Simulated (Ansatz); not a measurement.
Reactions of H8N2O2Si2, SMILES `N[SiH](O)[SiH](N)O`.

Computed with Ansatz on PBE0-D4/def2-TZVP structures; ΔE is electronic, products minus reactants. CCSD(T)/CBS is the MP2 limit (def2-TZVPP, def2-QZVPP) plus CCSD(T) − MP2 in def2-TZVPP, frozen cores. This one scheme is used for every species, atoms too. DFT in def2-TZVPP. No spin–orbit coupling; open shells (•) take unrestricted orbitals. Spin–orbit coupling would lower the free atoms: a little for O, Si. One conformer a species, not always the lowest.

```tsv
reaction	PBE0-D4 (kcal/mol)	CCSD/CBS(def2) (kcal/mol)	PBE-D4 (kcal/mol)	CCSD(T)/CBS(def2) (kcal/mol)
`N[Si@H](O)[Si@H](N)O` → `N[SiH](N)O` + `O[SiH]`	42.2	36.8	40.7	37.7
`N[Si@H](O)[Si@H](N)O` → 8 H• + 2 N• + 2 O• + 2 Si•	1192.8	1192.0	1218.9	1210.2
`N[Si@H](O)[Si@H](N)O` → `N[SiH](O)O` + `N[SiH]`	34.2	29.3	32.8	30.1
`N[Si@H](O)[Si@H](N)O` → `N[SiH2]O[SiH](N)O`	-34.2	-38.9	-31.3	-38.2
`N[Si@H](O)[Si@H](N)O` → 2 `N[SiH]O`•	77.9	80.7	76.3	82.2
`N[Si@H](O)[Si@H](N)O` + HCl → `N[Si@H](Cl)[Si@@H](N)O` + H₂O	-5.9	-4.4	-5.8	-4.7
```

Largest T1 diagnostic: 0.016, for `O[SiH]`.
